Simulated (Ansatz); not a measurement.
`C[N](C)[Al]([Cl])[Cl]` + CH₃NH₂ → `C[NH][Al]([Cl])[Cl]` + dimethylamine at 500 K and 1 bar (ligand exchange at the Al–N bond).

Isolated molecules relaxed with PBE0-D4/def2-TZVP in Ansatz; ΔE leaves out vibrations. CCSD(T)/CBS is the MP2 limit (def2-TZVPP, def2-QZVPP) plus CCSD(T) − MP2 in def2-TZVPP, frozen cores. Each species was taken in one conformer, which may not be the lowest.

| species | CCSD(T)/CBS energy (Eh) | H − E (kJ/mol) | S (J/(mol·K)) |
| --- | --- | --- | --- |
| `C[N](C)[Al]([Cl])[Cl]` | -1296.16308 | 279.7 | 455.5 |
| CH₃NH₂ | -95.75281 | 191.8 | 270.3 |
| `C[NH][Al]([Cl])[Cl]` | -1256.91293 | 197.4 | 422.5 |
| `CNC` | -135.00321 | 273.8 | 313.8 |

H − E and S are ideal-gas, rigid-rotor, harmonic terms from PBE0-D4/def2-TZVP, for one conformer and one mirror image of each species. 1 Eh = 2625.50 kJ/mol, R = 8.31446 J/(mol·K).

Q: By hand: ΔE, ΔH, ΔS and ΔG.

A: ΔE = (-1256.91293) + (-135.00321) − (-1296.16308) − (-95.75281) = -0.00025 Eh = -0.7 kJ/mol. Δ(H − E) = 197.4 + 273.8 − 279.7 − 191.8 = -0.3, so ΔH = -1.0 kJ/mol. ΔS = 422.5 + 313.8 − 455.5 − 270.3 = 10.5 J/(mol·K). ΔG = -1.0 − 500 × (10.5)/1000 = -6.2 kJ/mol.

Q: By hand: the equilibrium constant, and the temperature at which ΔG would vanish if ΔH and ΔS stayed fixed.

A: log₁₀ K = −ΔG/(RT ln 10) = 0.6. ΔH and −TΔS have one sign here, so there is no such temperature. One of them is within its doubt of zero, so this could turn.

TΔS isn't small against ΔH here. A doubt of 5 kJ/mol in ΔE shifts log₁₀ K by 0.5 here. Other conformers and mirror images would add mixing entropy, several J/(mol·K) or more a flexible species. These are equilibria of isolated gas molecules and say nothing of rates. Largest T1 diagnostic: 0.010 (customary marks: 0.02 for closed shells, 0.045 for open ones).
